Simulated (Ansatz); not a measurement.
Calculated with Ansatz (gas phase, PBE0-D4/def2-TZVP geometries, no zero-point term in ΔE). CCSD(T)/CBS is the MP2 limit (def2-TZVPP, def2-QZVPP) plus CCSD(T) − MP2 in def2-TZVPP, frozen cores. Functionals use def2-TZVPP. B3LYP here is the variant with VWN-RPA as its local correlation; programs differ in this. Elements past krypton have def2 core potentials. For Te outer-core shells are correlated without core-valence functions, which leaves a few kJ/mol of doubt a bond. Each species was taken in one conformer, which may not be the lowest.

`OB([SiH3])OCF` + `C1[SiH2][Te]1` → `[SiH3]C1[SiH2][Te]1` + `OBOCF`  (formal exchange of groups at the Si–B bond)

```csv
level,ΔE (kJ/mol),difference from CCSD(T)/CBS
B3LYP-D4,-46.1,5.4
ωB97M-V,-49.2,2.3
B2PLYP,-47.5,4.0
r2SCAN,-42.4,9.1
HF/def2-TZVPP,-51.8,-0.3
HF/def2-QZVPP,-52.8,-1.3
SCS-MP2/def2-QZVPP,-59.3,-7.8
HF/CBS(def2),-53.0,-1.5
MP2/CBS(def2),-63.2,-11.7
CCSD/CBS(def2),-51.5,0.0
CCSD(T)/CBS,-51.5,0
```

Largest T1 diagnostic among the species: 0.013.

The D4 term adds −6.0 kJ/mol with B3LYP and −3.2 kJ/mol with PBE0; it sums over pairs of atoms, weighted by their polarisabilities, and B3LYP, whose exchange is more repulsive, gets the larger term. From PBE to PBE0 (25 % exact exchange), in def2-TZVPP and without D4, ΔE moves by −5.5 kJ/mol.
